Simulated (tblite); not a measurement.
Species: C₆H₅Cl (charge +1 and doublet state).
Numbering: `[CH3:1][C+:2]=[C:3][C:4]#[C:5][CH2:6][Cl:7]` (hydrogens: H8, H9, H10 on C1; H11, H12 on C6)

Computed geometry: GFN2-xTB, gas phase. This method treats the open shell by occupation alone, without spin polarisation.

What internal coordinates does the optimisation give?

```json
{"bond": "C1–C2", "length (pm)": "140.8", "order": "single"}
{"bond": "C2=C3", "length (pm)": "122.8", "order": "double"}
{"bond": "C3–C4", "length (pm)": "133.3", "order": "single"}
{"bond": "C4≡C5", "length (pm)": "122.6", "order": "triple"}
{"bond": "C5–C6", "length (pm)": "141.3", "order": "single"}
{"bond": "C6–Cl7", "length (pm)": "179.5", "order": "single"}
{"bond": "C1–H8, C1–H9, C1–H10", "length (pm)": "109.4", "order": "single"}
{"bond": "C6–H11, C6–H12", "length (pm)": "109.9", "order": "single"}
```

Bonds in one row agree within 1 pm and their mean is given. Orders are formal, as drawn. A selection of angles:
```json
{"angle": "C2–C1–H8", "degrees": "111.2"}
{"angle": "C2–C1–H9", "degrees": "110.1"}
{"angle": "H8–C1–H9", "degrees": "109.8"}
{"angle": "H9–C1–H10", "degrees": "106.5"}
{"angle": "C1–C2–C3", "degrees": "179.9"}
{"angle": "C2–C3–C4", "degrees": "179.3"}
{"angle": "C3–C4–C5", "degrees": "178.6"}
{"angle": "C4–C5–C6", "degrees": "177.5"}
{"angle": "C5–C6–Cl7", "degrees": "113.8"}
{"angle": "C5–C6–H11", "degrees": "110.7"}
{"angle": "Cl7–C6–H11", "degrees": "107.2"}
{"angle": "H11–C6–H12", "degrees": "107.0"}
```

The C–C distances run from 1.226 Å (C4≡C5, drawn triple in a drawing that doesn't fit all lengths) to 1.413 Å (C5–C6, drawn single in a drawing that doesn't fit all lengths), a spread of 0.187 Å. The 7 heavy atoms lie in one plane (0.000 Å rms).

Point group: near Cs, missed by 0.09 Å at most; the miss may be what the optimiser left on a soft mode. Its GFN2-xTB frequencies are all real (lowest 33 cm⁻¹).

The run took 0.13 s wall on one thread of an Arm Neoverse V1, on a shared host. These figures are those of the optimisation.
